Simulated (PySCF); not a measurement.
Two-component Hartree-Fock for O³⁺ (oxygen, charge +3)

Start: [He] 2s2 2p1; 2p3/2 filled at m_j = +3/2. Calculated with PySCF 2.14 in x2c-TZVPall-2c with one added diffuse shell each of s, p, d type (6s4p3d1f, 40 functions): generalised Hartree-Fock with the X2C-1e Hamiltonian and a Gaussian nucleus; one run each with spin-orbit coupling (SO) switched off, then screened by Boettger's factors. This is a chosen level, not necessarily the ground level.

```csv
spinor shell,electrons,"ε, spin-free (eV)","ε, screened SO (eV)",weight of nominal j (screened SO),"rms radius, screened SO (bohr)"
1s1/2,2,-635.65,-635.65,1.000,0.229
2s1/2,2,-88.363,-88.366,1.000,1.07
2p3/2,1,-77.900,-77.881,1.000,1.01
```

```
   quantity  spin-free  screened SO
E (hartree)  -71.14649    -71.14581
        M_J        3/2          3/2
       ⟨J²⟩      3.753        3.753
       ⟨L²⟩      2.002        2.002
       ⟨S²⟩      0.751        0.751
```

Each row is a mean over spinors that exchange with the open shell spreads, by up to 5.446 eV (2s1/2).

Without spin-orbit coupling the j labels of p, d and f shells carry no meaning; the spin-free column gives the mean over the occupied spinors of each nl shell.
